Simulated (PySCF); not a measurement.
SMILES c1ccccc1CCC#C (GFN2-xTB optimised geometry):

```
20

C     -3.112    -4.585     1.605
C     -2.492    -3.562     1.580
C     -1.747    -2.324     1.508
C     -1.478    -1.922     0.047
C     -0.713    -0.631     0.000
C     -1.381     0.586     0.006
C     -0.678     1.778     0.007
C      0.706     1.767     0.004
C      1.382     0.559     0.000
C      0.676    -0.631     0.000
H     -3.653    -5.483     1.645
H     -2.315    -1.532     2.007
H     -0.796    -2.443     2.036
H     -2.432    -1.816    -0.473
H     -0.910    -2.717    -0.441
H     -2.463     0.600     0.005
H     -1.211     2.717     0.008
H      1.256     2.696     0.003
H      2.463     0.543    -0.004
H      1.209    -1.572    -0.005
```

Method: PySCF with B3LYP/def2-SVP.

Task: What are the frontier orbital energies and the dipole moment?

Result: HOMO-2 -7.40 eV, HOMO-1 -7.06 eV, HOMO -6.81 eV, LUMO -0.27 eV, LUMO+1 -0.25 eV; dipole moment 0.58 D.

Meta-Löwdin charges at B3LYP/def2-SVP: C1 -0.21, C2 -0.03, C3 -0.16, C4 -0.16, C5 0.02, C6 -0.12, C7 -0.10, C8 -0.11, C9 -0.10, C10 -0.12, H11 0.15, H12 0.11, H13 0.12, H14 0.10, H15 0.10, H16 0.10, H17 0.10, H18 0.10, H19 0.10, H20 0.10.
